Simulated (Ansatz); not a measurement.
Species: C$_{3}$H$_{10}$Cl$_{2}$Si$_{2}$ (charge 0, singlet). SMILES: C[Si](C)(C)[SiH](Cl)Cl
Coordinates optimised at B3LYP-D3(BJ)/def2-TZVP (Ansatz, a first-principles code):
```
Si
C 1 1.8760
H 2 1.0913 1 111.05
H 2 1.0913 3 107.97 1 121.97
H 2 1.0929 3 108.08 4 116.68
C 1 1.8782 2 111.11 3 177.88
H 6 1.0914 1 111.03 2 -58.53
H 6 1.0918 7 108.01 1 122.58
H 6 1.0930 7 107.96 8 116.30
C 1 1.8782 2 111.11 3 -57.74
H 10 1.0914 1 111.04 2 58.53
H 10 1.0918 11 108.01 1 -122.58
H 10 1.0930 11 107.95 12 -116.30
Si 1 2.3434 2 106.57 3 60.08
H 14 1.4791 1 117.97 2 -179.79
Cl 14 2.0777 15 105.98 1 -122.39
Cl 14 2.0777 15 105.98 16 -115.22
```

Property: vertical ionisation energy (to the doublet state of charge +1; each state is the SCF solution reached for its spin), in eV. Cores are frozen in the correlated levels unless marked. UHF or UKS for open shells. No spin-orbit coupling. No relativistic terms. 

```tsv
level	program	vertical ionisation energy (eV)
HF/aug-cc-pV(D+d)Z	Ansatz	9.20
HF/aug-cc-pV(T+d)Z	Ansatz	9.14
SVWN5/def2-TZVPD	Ansatz	9.08
PBE/def2-TZVPD	Ansatz	8.98
r2SCAN/def2-TZVPD	Ansatz	9.14
B3LYP/def2-TZVPD	Ansatz	9.34
PBE0/def2-TZVPD	Ansatz	9.34
BHLYP/def2-TZVPD	Ansatz	9.57
wB97M-V/def2-TZVPD	Ansatz	9.57
wB97X-V/def2-TZVPD	Ansatz	9.63
B2PLYP/def2-TZVPD	Ansatz	9.43
MP2/aug-cc-pV(D+d)Z	Ansatz	9.58
RI-MP2/aug-cc-pV(T+d)Z	Ansatz	9.69
CCSD(T)/aug-cc-pV(D+d)Z	Ansatz	9.53
```
